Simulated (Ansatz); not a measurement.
`CO[SiH2][AlH][CH3]` and `CO[SiH2][AlH2]` differ in one atom or group.

Ansatz, PBE0-D4/def2-TZVP geometries, multiplicity 1. Each molecule was computed in one conformer, which needn't be the lowest.

```json
{"property": "HOMO energy (PBE0/def2-TZVPP) / eV", "`CO[SiH2][AlH][CH3]`": "-6.86"}
{"property": "size of the dipole moment (PBE/def2-TZVPP) / D", "`CO[SiH2][AlH][CH3]`": "1.61"}
{"property": "HOMO energy (PBE/def2-TZVPP) / eV", "`CO[SiH2][AlH][CH3]`": "-5.70"}
{"property": "size of the dipole moment (ωB97M-V/def2-TZVPP) / D", "`CO[SiH2][AlH][CH3]`": "1.66"}
{"property": "HOMO–LUMO gap (ωB97M-V/def2-TZVPP) / eV", "`CO[SiH2][AlH][CH3]`": "8.82"}
{"property": "HOMO energy (ωB97M-V/def2-TZVPP) / eV", "`CO[SiH2][AlH][CH3]`": "-8.90"}
```

Question: Give the same properties after the change, and the shifts. (An estimate is asked.)

Answer: Ansatz gave: 
```
                                          property  `CO[SiH2][AlH2]`  shift
                HOMO energy (PBE0/def2-TZVPP) / eV             -7.43  -0.57
    size of the dipole moment (PBE/def2-TZVPP) / D              0.82  -0.79
                 HOMO energy (PBE/def2-TZVPP) / eV             -6.33  -0.63
size of the dipole moment (ωB97M-V/def2-TZVPP) / D              0.79  -0.87
           HOMO–LUMO gap (ωB97M-V/def2-TZVPP) / eV              9.05   0.23
             HOMO energy (ωB97M-V/def2-TZVPP) / eV             -9.43  -0.53
```

With PBE0 the HOMO falls by 0.57 eV and the LUMO falls by 0.33 eV, so the gap widens by about 0.24 eV. PBE moves the HOMO by -0.63 eV and ωB97M-V by -0.53 eV. Dipoles are sizes alone; their direction can turn.
